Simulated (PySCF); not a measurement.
C5H7Cl, singlet, geometry from GFN2-xTB. Base run: PySCF with DF-PBE0/pcseg-0.

The PySCF input:
```python
from pyscf import gto, scf, dft

mol = gto.Mole()
mol.atom = '''
    Cl    2.03427048   -0.80645081    0.48417219
    C     0.95118919    0.53954578    0.39704487
    C    -0.29288983    0.40654282   -0.01563853
    C    -1.11840419   -0.75434905   -0.48917616
    C    -2.30448040    0.20989599   -0.67949185
    C    -1.42800929    1.37829539   -0.18866746
    H     1.39000185    1.47412330    0.70786908
    H    -0.74801429   -1.22205310   -1.40050628
    H    -1.26577947   -1.53119763    0.25998681
    H    -3.16061894   -0.00325212   -0.04444722
    H    -2.64178690    0.30652940   -1.70836176
    H    -1.24128369    2.15768589   -0.92599606
    H    -1.75954962    1.84824238    0.73610295
'''
mol.basis = 'pcseg-0'
mol.verbose = 4
mol.max_memory = 1800
mol.build()

mf = dft.RKS(mol)
mf.xc = 'pbe0'
mf = mf.density_fit(auxbasis='def2-universal-jkfit')
mf.kernel()
```

The job was repeated with other settings on one machine. Differences are taken from the largest basis of the pcseg family in the series, which isn't the basis-set limit (pcseg-2: -654.597608 Eh). The cheapest run took roughly 10 core-seconds.

```
setting  basis functions  cost, times the cheapest (rough)  difference in total energy (mEh)
-------  ---------------  --------------------------------  --------------------------------
pcseg-0               72                                 1                           1148.35
pcseg-1              123                                 2                            149.80
pcseg-2              282                                 4                         reference
```

Times come from a shared machine, hold the start-up and are rough. Total energies converge more slowly with the basis than energy differences do.
